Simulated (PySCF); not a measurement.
Question: What does the PBE0-D3(BJ)/def2-SVP structure of `C1C[S][GaH][S]1` look like in three dimensions?

Answer: 
```
atom  x, y, z in Å
C1    -0.7756   -0.7546   -0.4804
C2    -0.8758    0.6442    0.0952
S3     0.5383    1.7365   -0.3351
Ga4    2.0277    0.1253   -0.1736
S5     0.7506   -1.6583    0.0005
H6    -0.8318   -0.7240   -1.5799
H7    -1.6178   -1.3632   -0.1158
H8    -1.7748    1.1409   -0.3026
H9    -0.9650    0.6068    1.1917
H10    3.5736    0.2261   -0.1750
```

Orientation and origin are arbitrary. Atoms count from 1 in this order. Ga4 (gallium bonded to 2 S and H) is planar (angles 129.2°, 128.9° and 101.9°, sum 360.0°, 0.00 Å off the plane of its three neighbours). The 5-membered ring C1–C2–S3–Ga4–S5 has internal angles of 93.6° to 114.2°; it is puckered, 0.21 Å rms from its mean plane, widest ring torsion 57°. S3 (sulfur bonded to C and Ga) is bent (angle 93.9°).

Bonds between heavy atoms (Å): C1–C2 1.516, C2–S3 1.838, S3–Ga4 2.200, Ga4–S5 2.201, C1–S5 1.838.

Method used: PBE0-D3(BJ)/def2-SVP geometry optimisation, gas phase in PySCF 2.14.0.

No frequency check. One conformer, not necessarily the lowest (S5–C1–C2–S3 57°, C1–C2–S3–Ga4 -38°, C2–S3–Ga4–S5 10°, S3–Ga4–S5–C1 12°).

Time: 69 s; peak memory 0.52 GiB. Hardware: one thread of an Arm Neoverse N1, no GPU (shared host). That covers the optimisation of the geometry.
